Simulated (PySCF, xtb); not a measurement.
C2H7NSi3, SMILES [SiH2]1[SiH]([SiH2]N1)C#C.

xtb with GFN2-xTB at its own geometry gives an orbital gap of 3.24 eV and a dipole moment of 0.32 D.

Geometry optimised at B3LYP-D3(BJ)/def2-SVP. The structure was generated by enumeration, and PubChem lists no compound with its InChIKey, so it may never have been made.

Q: What does PBE/def2-TZVP run with PySCF give? (Estimate from the structure and the level; the computed values follow.)

A: gap 4.50 eV (levels -6.06 and -1.56 eV), dipole 0.85 D.
